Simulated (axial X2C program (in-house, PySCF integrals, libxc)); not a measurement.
## Photoelectron levels of AlSe⁻ by EOM-IP-CCSD

Computed with an axial X2C code built on PySCF integrals: two-component X2C with atomic mean-field Coulomb and Gaunt terms, Gaussian nuclei, basis Se dyall-acv3z, Al dyall-av3z with contracted cores.

R = 2.147 Å (0.960 times 2.236 Å, the PBE0 minimum at charge -1 for the lowest determinant).

Vertical detachment energies of AlSe⁻ to the states of AlSe:

```
Ω of AlSe  vertical detachment energy (eV)  above lowest (cm⁻¹)                   ionised spinor  one-hole weight
      1/2                            2.629                    0  36% Al pσ, 29% Al sσ, 24% Se pσ             0.94
      3/2                            3.350                 5815   72% Se pπ, 14% Al pπ, 8% Al dπ             0.92
      1/2                            3.547                 7402   72% Se pπ, 13% Al pπ, 8% Al dπ             0.92
      1/2                            6.090                27913             56% Se pσ, 32% Al sσ             0.84
```

Problem. What is the splitting of the first π pair in the table, and is it regular or inverted?

Solution. E(3/2) − E(1/2) = 5815 − 7402 = -1587 cm⁻¹ at EOM-IP-CCSD: inverted, Ω = 3/2 lower. Splittings at this level can be off by ten to twenty per cent.

This point took 7.7 s on 1 thread of Arm Neoverse V1, on a shared host.

Reference electrons by ω block (each with its −ω partner): 1/2: 17, 3/2: 6, 5/2: 1. 10 electrons of AlSe⁻ correlated (inner shells frozen), 94 natural virtual spinors (a truncated set); levels can be off by some tenths of an eV. Roots sought by Ω: (1/2: 4, 3/2: 3, 5/2: 1); the list ends where they run out and leaves out roots under 60 % one-particle weight. The solver can skip a root, and states that need a further excitation, which the method places far too high, are missing though they may lie low or lowest. T1 of the reference 0.018 (Lee–Taylor). Number of frozen shells: Se 3 s, 2 p, 1 d; Al 2 s, 1 p.
